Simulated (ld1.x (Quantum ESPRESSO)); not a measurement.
Ta: one change to a TM potential, before and after

| Quantity | Value |
| --- | --- |
| Element | tantalum (Ta) |
| Generator | ld1.x (Quantum ESPRESSO) 7.5 |
| Type | norm-conserving Troullier–Martins (Kleinman–Bylander form) |
| Functional | LDA (PZ) |
| Relativity | scalar-relativistic |
| Frozen core | [Xe] 4f14 |
| Valence charge | 5 |
| Reference configuration | 5d3 6s0.5 6p0 (charge +1.5) |
| Partial waves | 6s (bound): rc 2.35 bohr; 6p (bound, empty): rc 3.20 bohr; 5d (bound): rc 2.85 bohr |
| Local potential | the d channel |
| Core correction | Bessel-smoothed model core inside 2.00 bohr |

Change: core correction Bessel-smoothed model core inside 1.08 bohr.

Cutoffs: the cutoffs (Ry, on a coarse ladder) from which the occupation-weighted sum of valence levels, in a spherical-Bessel basis at the reference potential, stays within 10 and 1 mRy of its value at 400 Ry; they do not see the model core or the augmentation charge, which bear on the density cutoff. Errors are all-electron minus pseudo energies relative to the spin-unpolarised reference configuration.

Task: Predict the effect on cutoff, ghosts and configuration errors.

Result: The potential gets neither clearly harder nor softer (21 Ry and 30 Ry → 21 Ry and 30 Ry); both files keep a bound ghost (p, s); of the 8 tests that both files solve, the error grows in 0 and shrinks in 2 by more than 15 % and 0.3 meV (median size 31.8 → 10.3 meV). A model core, the more so a compact one, raises the density cutoff, which this test does not measure.

| quantity | base | changed |
| --- | --- | --- |
| cutoff, loose | 21 Ry | 21 Ry |
| cutoff, tight | 30 Ry | 30 Ry |
| bound ghosts | s, p | s, p |
| tests counted (converged, no solver errors) | 8 of 9 | 8 of 9 |
| error for 5d3 6s2 6p0, meV [ΔE -15.50 eV] | -8.4 | -8.8 |
| error for 5d3 6s1 6p0, meV [ΔE -6.80 eV] | -0.1 | -0.2 |
| error for 5d3 6s0 6p0, meV [ΔE 8.51 eV] | -6.0 | -6.1 |
| error for 5d3 6s0 6p1, meV [ΔE -1.61 eV] | -1.9 | -1.9 |
| error for 5d1 6s0 6p0, meV [ΔE 67.80 eV] | -643 | -667 |
| error for 5d2 6s0 6p0, meV [ΔE 32.44 eV] | -145 | -148 |
| error for 5d3 6s0.5 6p0 (spin-polarised), meV [ΔE -1.65 eV] | +92 | +37 |
| error for 5d3 6s2 6p0 (spin-polarised), meV [ΔE -16.54 eV] | +55 | +12 |
| s: phases at 3.50 bohr within 0.05 rad from the reference energy up to (Ry; the scan ends near 5) | n/a | n/a |
| p: phases at 3.50 bohr within 0.05 rad from the reference energy up to (Ry; the scan ends near 5) | -0.6 | -0.6 |
| d: phases at 3.50 bohr within 0.05 rad from the reference energy up to (Ry; the scan ends near 5) | 0.2 | 0.2 |

Base: Tests not counted: 5d3 6s0 6p2 (solver errors, printed error +496 meV). These tests converged, but a pseudo level misses the all-electron one widely, so the file describes the atom poorly there or has found another state: 5d2 6s0 6p0: empty 6p by 4.4 eV. Changed file: Tests not counted: 5d3 6s0 6p2 (solver errors, printed error +675 meV). These tests converged, but a pseudo level misses the all-electron one widely, so the file describes the atom poorly there or has found another state: 5d1 6s0 6p0: empty 6s by 4.1 eV (a node warning on the way); 5d2 6s0 6p0: empty 6p by 4.4 eV. A true bound ghost makes a file unfit for plane-wave use even where its test errors are small: the radial tests pick states by their node count and pass the ghost by.
